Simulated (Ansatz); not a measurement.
Job for Ansatz (a first-principles code): R-B3LYP-D3(BJ)/def2-TZVP on BrH7Si2 (a complex).

Ansatz 0.2 input:
```yaml
crystal:
  periodic: [false, false, false]
  atoms:
    - {symbol: Br, position_ang: [0.41379608, 0.56090488, -0.08368591]}
    - {symbol: H, position_ang: [0.58966213, -0.60517266, 0.66760048]}
    - {symbol: Si, position_ang: [0.60422312, -1.01381168, 3.62353357]}
    - {symbol: Si, position_ang: [-0.89356849, 0.71752067, 3.92017097]}
    - {symbol: H, position_ang: [1.95248077, -0.56371331, 3.25926171]}
    - {symbol: H, position_ang: [0.21065964, -1.90202764, 2.50881145]}
    - {symbol: H, position_ang: [0.75381584, -1.89062111, 4.78310933]}
    - {symbol: H, position_ang: [-0.99431412, 1.10305518, 5.32981089]}
    - {symbol: H, position_ang: [-2.23864512, 0.34222187, 3.47576868]}
    - {symbol: H, position_ang: [-0.50766930, 1.91308305, 3.17012650]}
basis:
  gaussian:
    orbitals: def2-TZVP
hamiltonian:
  xc: b3lyp
  dispersion: d3bj
relax: {f_tol: 0.004, max_steps: 120}
scf: {lower_state_search: off}
```

Output:

```
Functional definition: B3LYP
[...]
these checks for a lower state are left out or cut short: stability, starts, cluster_reference, orbital_swaps, neighbouring_geometries, increment
integrals: 0.09 GiB planned
1243 factors; their error is unknown
mean field: 0.78 GiB planned
mean field evaluation 1: about -85916.7359 eV, gradient 1.6e1 eV
mean field evaluation 2: about -85917.4215 eV, gradient 7.2e0 eV
mean field evaluation 4: about -85917.5734 eV, gradient 3.6e-1 eV
mean field evaluation 8: about -85917.9715 eV, gradient 3.4e-1 eV
mean field evaluation 16: about -85917.9716 eV, gradient 2.3e-5 eV
mean field -85917.97156419 eV, -3157.4272176913 hartree, gradient 4.7e-6 eV, S^2 0.000000; 0 other end points of the search recorded, 0 dependent functions left out
the calculation of the forces begins
reference -85917.97186755 eV, -3157.4272288396 hartree; 35, 35 occupied and 129, 129 virtual orbitals, 1243 factors
relax step   1: F+E_penalty+E_count = -85918.36013873 eV  Δ(F+E_penalty+E_count) = +0.000e0 eV  max|allowed force component| = 6.479e-1 eV/Å  Δτ_max = 0.0000 Å  (15 SCF iters, accepted)
these checks for a lower state are left out or cut short: stability, starts, cluster_reference, orbital_swaps, neighbouring_geometries, increment
integrals: 0.09 GiB planned
1243 factors; their error is unknown
mean field: 0.78 GiB planned
mean field -85918.02691138 eV, -3157.4292516630 hartree, gradient 1.6e-6 eV, S^2 0.000000; 0 other end points of the search recorded, 0 dependent functions left out
the calculation of the forces begins
reference -85918.02721522 eV, -3157.4292628286 hartree; 35, 35 occupied and 129, 129 virtual orbitals, 1243 factors
relax step   2: F+E_penalty+E_count = -85918.41816389 eV  Δ(F+E_penalty+E_count) = -5.803e-2 eV  max|allowed force component| = 1.514e-1 eV/Å  Δτ_max = 0.0848 Å  (18 SCF iters, accepted)
these checks for a lower state are left out or cut short: stability, starts, cluster_reference, orbital_swaps, neighbouring_geometries, increment
integrals: 0.09 GiB planned
1243 factors; their error is unknown
mean field: 0.78 GiB planned
mean field evaluation 32: about -85918.0419 eV, gradient 1.3e-6 eV
mean field -85918.04185578 eV, -3157.4298008595 hartree, gradient 1.3e-6 eV, S^2 0.000000; 0 other end points of the search recorded, 0 dependent functions left out
the calculation of the forces begins
reference -85918.04216129 eV, -3157.4298120867 hartree; 35, 35 occupied and 129, 129 virtual orbitals, 1243 factors
relax step   3: F+E_penalty+E_count = -85918.42542142 eV  Δ(F+E_penalty+E_count) = -7.258e-3 eV  max|allowed force component| = 3.580e-2 eV/Å  Δτ_max = 0.0539 Å  (19 SCF iters, accepted)
these checks for a lower state are left out or cut short: stability, starts, cluster_reference, orbital_swaps, neighbouring_geometries, increment
integrals: 0.09 GiB planned
1243 factors; their error is unknown
mean field: 0.78 GiB planned
mean field -85918.03766127 eV, -3157.4296467141 hartree, gradient 1.4e-6 eV, S^2 0.000000; 0 other end points of the search recorded, 0 dependent functions left out
the calculation of the forces begins
reference -85918.03796546 eV, -3157.4296578930 hartree; 35, 35 occupied and 129, 129 virtual orbitals, 1243 factors
relax step   4: F+E_penalty+E_count = -85918.42739355 eV  Δ(F+E_penalty+E_count) = -1.972e-3 eV  max|allowed force component| = 4.244e-2 eV/Å  Δτ_max = 0.0615 Å  (18 SCF iters, accepted)
these checks for a lower state are left out or cut short: stability, starts, cluster_reference, orbital_swaps, neighbouring_geometries, increment
integrals: 0.09 GiB planned
1243 factors; their error is unknown
mean field: 0.78 GiB planned
mean field -85918.04012623 eV, -3157.4297372997 hartree, gradient 1.2e-6 eV, S^2 0.000000; 0 other end points of the search recorded, 0 dependent functions left out
the calculation of the forces begins
reference -85918.04043058 eV, -3157.4297484843 hartree; 35, 35 occupied and 129, 129 virtual orbitals, 1243 factors
relax step   5: F+E_penalty+E_count = -85918.42906712 eV  Δ(F+E_penalty+E_count) = -1.674e-3 eV  max|allowed force component| = 1.602e-1 eV/Å  Δτ_max = 0.1920 Å  (18 SCF iters, accepted)
these checks for a lower state are left out or cut short: stability, starts, cluster_reference, orbital_swaps, neighbouring_geometries, increment
integrals: 0.09 GiB planned
1243 factors; their error is unknown
mean field: 0.78 GiB planned
mean field -85918.04668807 eV, -3157.4299784430 hartree, gradient 1.9e-6 eV, S^2 0.000000; 0 other end points of the search recorded, 0 dependent functions left out
the calculation of the forces begins
reference -85918.04699293 eV, -3157.4299896461 hartree; 35, 35 occupied and 129, 129 virtual orbitals, 1243 factors
relax step   6: F+E_penalty+E_count = -85918.43179441 eV  Δ(F+E_penalty+E_count) = -2.727e-3 eV  max|allowed force component| = 1.531e-1 eV/Å  Δτ_max = 0.0582 Å  (18 SCF iters, accepted)
these checks for a lower state are left out or cut short: stability, starts, cluster_reference, orbi
[...]
tal_swaps, neighbouring_geometries, increment
integrals: 0.09 GiB planned
1243 factors; their error is unknown
mean field: 0.78 GiB planned
mean field evaluation 224: about -85918.0657 eV, gradient 3.4e-1 eV
mean field -85918.06582454 eV, -3157.4306816951 hartree, gradient 1.7e-6 eV, S^2 0.000000; 0 other end points of the search recorded, 0 dependent functions left out
the calculation of the forces begins
reference -85918.06613185 eV, -3157.4306929884 hartree; 35, 35 occupied and 129, 129 virtual orbitals, 1243 factors
relax step  31: F+E_penalty+E_count = -85918.45018965 eV  Δ(F+E_penalty+E_count) = -1.030e-4 eV  max|allowed force component| = 3.531e-2 eV/Å  Δτ_max = 0.0822 Å  (17 SCF iters, accepted)
these checks for a lower state are left out or cut short: stability, starts, cluster_reference, orbital_swaps, neighbouring_geometries, increment
integrals: 0.09 GiB planned
1243 factors; their error is unknown
mean field: 0.78 GiB planned
mean field -85918.06588547 eV, -3157.4306839343 hartree, gradient 1.3e-6 eV, S^2 0.000000; 0 other end points of the search recorded, 0 dependent functions left out
the calculation of the forces begins
reference -85918.06619253 eV, -3157.4306952184 hartree; 35, 35 occupied and 129, 129 virtual orbitals, 1243 factors
relax step  32: F+E_penalty+E_count = -85918.45036873 eV  Δ(F+E_penalty+E_count) = -1.791e-4 eV  max|allowed force component| = 1.825e-2 eV/Å  Δτ_max = 0.0158 Å  (19 SCF iters, accepted)
these checks for a lower state are left out or cut short: stability, starts, cluster_reference, orbital_swaps, neighbouring_geometries, increment
integrals: 0.09 GiB planned
1243 factors; their error is unknown
mean field: 0.78 GiB planned
mean field -85918.06612384 eV, -3157.4306926943 hartree, gradient 1.3e-6 eV, S^2 0.000000; 0 other end points of the search recorded, 0 dependent functions left out
the calculation of the forces begins
reference -85918.06643076 eV, -3157.4307039735 hartree; 35, 35 occupied and 129, 129 virtual orbitals, 1243 factors
relax step  33: F+E_penalty+E_count = -85918.45045476 eV  Δ(F+E_penalty+E_count) = -8.603e-5 eV  max|allowed force component| = 5.255e-3 eV/Å  Δτ_max = 0.0095 Å  (19 SCF iters, accepted)
these checks for a lower state are left out or cut short: stability, starts, cluster_reference, orbital_swaps, neighbouring_geometries, increment
integrals: 0.09 GiB planned
1243 factors; their error is unknown
mean field: 0.78 GiB planned
mean field -85918.06614329 eV, -3157.4306934091 hartree, gradient 1.3e-6 eV, S^2 0.000000; 0 other end points of the search recorded, 0 dependent functions left out
the calculation of the forces begins
reference -85918.06645031 eV, -3157.4307046920 hartree; 35, 35 occupied and 129, 129 virtual orbitals, 1243 factors
relax step  34: F+E_penalty+E_count = -85918.45054375 eV  Δ(F+E_penalty+E_count) = -8.900e-5 eV  max|allowed force component| = 4.915e-3 eV/Å  Δτ_max = 0.0175 Å  (19 SCF iters, accepted)
these checks for a lower state are left out or cut short: stability, starts, cluster_reference, orbital_swaps, neighbouring_geometries, increment
integrals: 0.09 GiB planned
1243 factors; their error is unknown
mean field: 0.78 GiB planned
mean field evaluation 256: about -85918.0655 eV, gradient 1.3e-6 eV
mean field -85918.06545836 eV, -3157.4306682382 hartree, gradient 1.3e-6 eV, S^2 0.000000; 0 other end points of the search recorded, 0 dependent functions left out
the calculation of the forces begins
reference -85918.06576565 eV, -3157.4306795310 hartree; 35, 35 occupied and 129, 129 virtual orbitals, 1243 factors
relax step  35: F+E_penalty+E_count = -85918.45057922 eV  Δ(F+E_penalty+E_count) = -3.547e-5 eV  max|allowed force component| = 1.936e-2 eV/Å  Δτ_max = 0.0490 Å  (18 SCF iters, accepted)
these checks for a lower state are left out or cut short: stability, starts, cluster_reference, orbital_swaps, neighbouring_geometries, increment
integrals: 0.09 GiB planned
1243 factors; their error is unknown
mean field: 0.78 GiB planned
mean field -85918.06580098 eV, -3157.4306808293 hartree, gradient 1.3e-6 eV, S^2 0.000000; 0 other end points of the search recorded, 0 dependent functions left out
the calculation of the forces begins
reference -85918.06610820 eV, -3157.4306921194 hartree; 35, 35 occupied and 129, 129 virtual orbitals, 1243 factors
relax step  36: F+E_penalty+E_count = -85918.45061938 eV  Δ(F+E_penalty+E_count) = -4.016e-5 eV  max|allowed force component| = 6.969e-3 eV/Å  Δτ_max = 0.0080 Å  (19 SCF iters, accepted)
these checks for a lower state are left out or cut short: stability, starts, cluster_reference, orbital_swaps, neighbouring_geometries, increment
integrals: 0.09 GiB planned
1243 factors; their error is unknown
mean field: 0.78 GiB planned
mean field -85918.06596652 eV, -3157.4306869129 hartree, gradient 1.3e-6 eV, S^2 0.000000; 0 other end points of the search recorded, 0 dependent functions left out
the calculation of the forces begins
reference -85918.06627371 eV, -3157.4306982019 hartree; 35, 35 occupied and 129, 129 virtual orbitals, 1243 factors
relax step  37: F+E_penalty+E_count = -85918.45063022 eV  Δ(F+E_penalty+E_count) = -1.084e-5 eV  max|allowed force component| = 2.456e-3 eV/Å  Δτ_max = 0.0050 Å  (20 SCF iters, accepted)
these checks for a lower state are left out or cut short: stability, starts, cluster_reference, orbital_swaps, neighbouring_geometries, increment
integrals: 0.09 GiB planned
1243 factors; their error is unknown
mean field: 0.78 GiB planned
mean field -85918.06599924 eV, -3157.4306881151 hartree, gradient 1.3e-6 eV, S^2 0.000000; 0 other end points of the search recorded, 0 dependent functions left out
the calculation of the forces begins
reference -85918.06630645 eV, -3157.4306994049 hartree; 35, 35 occupied and 129, 129 virtual orbitals, 1243 factors
relax step  38: F+E_penalty+E_count = -85918.45063667 eV  Δ(F+E_penalty+E_count) = -6.448e-6 eV  max|allowed force component| = 1.592e-3 eV/Å  Δτ_max = 0.0058 Å  (20 SCF iters, accepted)
these checks for a lower state are left out or cut short: stability, starts, cluster_reference, orbital_swaps, neighbouring_geometries, increment
integrals: 0.09 GiB planned
1243 factors; their error is unknown
mean field: 0.78 GiB planned
mean field -85918.06609260 eV, -3157.4306915460 hartree, gradient 1.3e-6 eV, S^2 0.000000; 0 other end points of the search recorded, 0 dependent functions left out
the calculation of the forces begins
reference -85918.06639985 eV, -3157.4307028373 hartree; 35, 35 occupied and 129, 129 virtual orbitals, 1243 factors
relax step  39: F+E_penalty+E_count = -85918.45064099 eV  Δ(F+E_penalty+E_count) = -4.322e-6 eV  max|allowed force component| = 2.348e-3 eV/Å  Δτ_max = 0.0105 Å  (19 SCF iters, accepted)
Total energy: -85918.45094824 eV, -3157.4448347301 hartree
Atom 0 at    -0.499297     0.266447    -0.203991 Å, force     0.002032    -0.002256     0.002348 eV/Å
Atom 1 at     0.261365    -0.571317     0.667362 Å, force    -0.002168     0.002001    -0.002303 eV/Å
Atom 2 at     0.773495    -1.009393     3.723704 Å, force     0.000322    -0.001496    -0.001641 eV/Å
Atom 3 at    -0.755121     0.766888     3.822681 Å, force     0.000217     0.000667     0.000597 eV/Å
Atom 4 at     2.068093    -0.626732     4.336476 Å, force    -0.000727     0.000097    -0.000291 eV/Å
Atom 5 at     1.043010    -1.401290     2.313350 Å, force     0.000004     0.000185     0.001729 eV/Å
Atom 6 at     0.242346    -2.202477     4.425410 Å, force     0.000451     0.000751    -0.000539 eV/Å
Atom 7 at    -0.987646     1.117098     5.245425 Å, force    -0.000384     0.000163    -0.000078 eV/Å
Atom 8 at    -2.042514     0.371533     3.206946 Å, force     0.000349    -0.000090    -0.000116 eV/Å
Atom 9 at    -0.213291     1.950682     3.117145 Å, force    -0.000096    -0.000021     0.000293 eV/Å
Dipole moment:     0.074064    -0.076603     0.180427 e Å
Checks for a lower state left out: stability, starts, cluster_reference, orbital_swaps, neighbouring_geometries, increment
```

The run converged.

Cost: around 2.9 core-minutes (rough).
